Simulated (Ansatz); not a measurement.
Reaction (formal exchange of groups at the Si–O bond): `CN[SiH](O)O` + CH₄ → `CN[SiH](C)O` + H₂O

Calculated with Ansatz (gas phase, PBE0-D4/def2-TZVP geometries, no zero-point term in ΔE). CCSD(T)/CBS adds triple-zeta CCSD(T) − MP2 to the extrapolated MP2 energy (def2 sets, frozen cores). This one scheme is used for every species. Functionals use def2-TZVPP. B3LYP here is the variant with VWN-RPA as its local correlation; programs differ in this. Each species was taken in one conformer, which may not be the lowest.

`CN[SiH](O)O`:

Cartesian coordinates in Å:
```
C 0.623 1.547 0.386
N -0.499 0.797 -0.139
Si -0.606 -0.894 -0.205
O 0.563 -1.572 -1.149
O -0.351 -1.590 1.258
H 0.472 1.871 1.421
H 1.519 0.923 0.368
H 0.832 2.431 -0.224
H -1.356 1.322 -0.204
H -1.967 -1.181 -0.720
H 0.637 -1.236 -2.043
H 0.132 -2.417 1.252
```

CH₄:

```xyz
5

C     0.000    0.000    0.000
H    -0.815    0.721    0.054
H    -0.399   -0.980   -0.259
H     0.501   -0.055    0.966
H     0.713    0.315   -0.761
```

`CN[SiH](C)O`:

Z-matrix (Å, degrees):
```
C
N 1 1.445
H 1 1.093 2 109.7
H 1 1.097 2 113.0 3 119.7
H 1 1.095 2 111.8 3 -118.3
Si 2 1.710 1 126.0 3 -15.6
H 2 1.006 1 114.6 3 175.3
O 6 1.653 2 112.0 1 65.8
C 6 1.857 2 114.4 1 -51.5
H 6 1.491 2 103.7 1 -173.8
H 8 0.958 6 115.8 2 50.0
H 9 1.093 6 110.8 2 57.8
H 9 1.092 6 110.8 2 177.3
H 9 1.092 6 110.8 2 -62.2
```

H₂O:

Cartesian coordinates in Å:
```
O -0.198 -0.320 0.099
H -0.462 0.594 0.226
H 0.661 -0.274 -0.325
```

| level | ΔE (kJ/mol) |
| --- | --- |
| B3LYP-D4 | 120.2 |
| r2SCAN | 121.6 |
| CCSD/def2-TZVPP | 120.0 |
| MP2/def2-QZVPP | 117.4 |

What does CCSD(T)/CBS give? (Best estimate.)

Computed: +115.7 kJ/mol. The listed levels differ from it by 4.5, 5.9, 4.3, 1.7 kJ/mol.

Largest T1 diagnostic among the species: 0.011.

In def2-TZVPP, CCSD(T) changes the Hartree–Fock value by −17.7 kJ/mol (the triples alone add −1.9 kJ/mol) and MP2 by −17.1 kJ/mol. The D4 term adds −3.8 kJ/mol with B3LYP and −2.3 kJ/mol with PBE0; it sums over pairs of atoms, weighted by their polarisabilities, and B3LYP, whose exchange is more repulsive, gets the larger term.
